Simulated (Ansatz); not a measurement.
A geometry relaxed with PBE0-D3(BJ)/def2-TZVP (Ansatz, a program for electronic structure), charge 0, multiplicity 1:

```xyz
4

O      1.6355    -0.1065     0.0739
C      0.4902     0.0353    -0.0507
H     -1.4562    -0.2332     0.0610
N     -0.6696     0.3044    -0.2564
```

### Question
Write the SMILES of this molecule.

### Answer
`N=C=O`
